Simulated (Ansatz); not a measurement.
Geometry optimisation, RKS r2SCANh-D4/STO-3G (Ansatz 0.2.0).

The input (input.yaml):

```yaml
crystal:
  periodic: [false, false, false]
  atoms:
    - { symbol: Si, position_ang: [0.0, 0.0, 0.0] }
    - { symbol: O, position_ang: [0.0, 0.0, 1.68] }
    - { symbol: C, position_ang: [-1.1112, -0.3437, 2.4945] }
    - { symbol: H, position_ang: [-1.814, -0.9775, 1.9143] }
    - { symbol: H, position_ang: [-0.7584, -0.9037, 3.3856] }
    - { symbol: H, position_ang: [-1.6313, 0.5809, 2.8212] }
    - { symbol: O, position_ang: [1.5842, 0.0, -0.5594] }
    - { symbol: C, position_ang: [2.3503, -1.1632, -0.836] }
    - { symbol: H, position_ang: [1.7187, -1.9052, -1.3675] }
    - { symbol: H, position_ang: [3.2179, -0.8926, -1.4733] }
    - { symbol: H, position_ang: [2.7141, -1.6023, 0.1163] }
    - { symbol: O, position_ang: [-0.7913, 1.3709, -0.5594] }
    - { symbol: H, position_ang: [-1.7491, 1.1401, -0.7818] }
    - { symbol: O, position_ang: [-0.7913, -1.3709, -0.5594] }
    - { symbol: H, position_ang: [-1.2459, -1.8365, 0.2129] }
basis:
  gaussian: { orbitals: STO-3G }
hamiltonian:
  xc: r2scanh
  dispersion: d4
relax:
  f_tol: 0.02
  max_steps: 40
```

Command:

```bash
$ ansatz run input.yaml --threads 1 --pin off --max-ram 2048MiB --backend cpu --events-out ev --progress --plain --runs-dir out
```

Q: Where does it end, and by what steps?

A: The run converged. The force dipped under the threshold on the way, but the program's further checks kept it going. Limits of this set-up: minimal basis. After 21 steps the energy has fallen by 0.667 eV; H15 moved furthest, 1.02 Å.

| step | energy less start (eV) | largest force component (eV/Å) | accepted |
| --- | --- | --- | --- |
| 0 | 0.0000 | 2.532 | yes |
| 1 | -0.3995 | 0.780 | yes |
| 2 | -0.5069 | 0.451 | yes |
| 3 | -0.5792 | 0.332 | yes |
| 4 | -0.5970 | 1.010 | yes |
| 5 | -0.6370 | 0.406 | yes |
| 6 | -0.6532 | 0.107 | yes |
| 7 | -0.6581 | 0.051 | yes |
| 8 | -0.6624 | 0.048 | yes |
| 9 | -0.4586 | 3.135 | no |
| 10 | -0.6638 | 0.011 | yes |
| 11 | -0.6613 | 0.593 | no |
| 12 | -0.6648 | 0.140 | yes |
| 13 | -0.6652 | 0.118 | yes |
| 14 | -0.6659 | 0.077 | yes |
| 15 | -0.6661 | 0.103 | yes |
| 16 | -0.6663 | 0.080 | yes |
| 17 | -0.6667 | 0.006 | yes |
| 18 | -0.6668 | 0.051 | yes |
| 19 | -0.6669 | 0.056 | yes |
| 20 | -0.6670 | 0.025 | yes |
| 21 | -0.6670 | 0.010 | yes |

```xyz
15
Properties=species:S:1:pos:R:3
Si -0.169 -0.094 -0.095
O 0.277 -0.503 1.501
C -0.858 -0.372 2.398
H -1.692 -1.063 2.153
H -0.510 -0.621 3.417
H -1.277 0.655 2.427
O 1.296 -0.034 -0.956
C 2.192 -1.114 -0.578
H 1.844 -2.112 -0.922
H 3.166 -0.923 -1.064
H 2.365 -1.181 0.515
O -0.889 1.430 -0.207
H -1.785 1.232 -0.640
O -1.342 -1.140 -0.735
H -0.925 -2.064 -0.724
```

Whether the end is a true minimum wasn't checked by a vibrational analysis.

The run took 2.6 min on 1 thread of Intel(R) Xeon(R) Platinum 8259CL CPU @ 2.50GHz (Skylake/Cascade Lake) (shared host), peak memory 0.18 GiB.
